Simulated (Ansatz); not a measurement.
Two isomers of C2H5FOSi: A = `C=C(F)[SiH2]O`, B = `FC1OC[SiH2]1`.

Calculated with Ansatz (gas phase, PBE0-D4/def2-TZVP geometries, no zero-point term in ΔE). CCSD(T)/CBS adds triple-zeta CCSD(T) − MP2 to the extrapolated MP2 energy (def2 sets, frozen cores). DFT in def2-TZVPP. B3LYP here is the variant with VWN-RPA as its local correlation; programs differ in this. One conformer a species, not always the lowest.

A:

```xyz
10

C    -0.867    1.331    0.544
C    -0.494    0.085    0.787
F    -1.013   -0.569    1.854
Si    0.719   -0.939   -0.217
O     1.142   -0.127   -1.583
H    -0.439    1.854   -0.301
H    -1.581    1.849    1.173
H     1.964   -1.153    0.553
H     0.068   -2.242   -0.515
H     0.502   -0.089   -2.295
```

B:

```xyz
10

F    -0.377   -2.101   -0.298
C    -0.673   -0.785   -0.622
O    -1.219   -0.121    0.482
C    -0.093    0.572    1.082
Si    0.860    0.357   -0.543
H    -1.400   -0.820   -1.435
H     0.284    0.024    1.950
H    -0.398    1.572    1.391
H     0.796    1.537   -1.443
H     2.221   -0.236   -0.564
```

**Question.** Which is lower in electronic energy at CCSD(T)/CBS, and by how much? (Best estimate.)

**Answer.** Computed: A, by 190.3 kJ/mol.

**Question.** Give E(B) − E(A) in kJ/mol with CCSD/def2-TZVPP, HF/def2-TZVPP, CCSD(T)/def2-TZVPP, MP2/def2-TZVPP, B2PLYP, PBE-D4, B3LYP-D4. (An estimate is asked.)

**Answer.** The calculation gave: CCSD/def2-TZVPP 189.7, HF/def2-TZVPP 211.2, CCSD(T)/def2-TZVPP 187.1, MP2/def2-TZVPP 191.1, B2PLYP 192.0, PBE-D4 163.9, B3LYP-D4 190.2. None reverses the order clearly.

Largest T1 diagnostic: 0.013.

From PBE to PBE0 (25 % exact exchange), in def2-TZVPP and without D4, E(B) − E(A) moves by +3.5 kJ/mol. In def2-TZVPP, CCSD(T) changes the Hartree–Fock value by −24.1 kJ/mol (the triples alone add −2.6 kJ/mol) and MP2 by −20.1 kJ/mol.
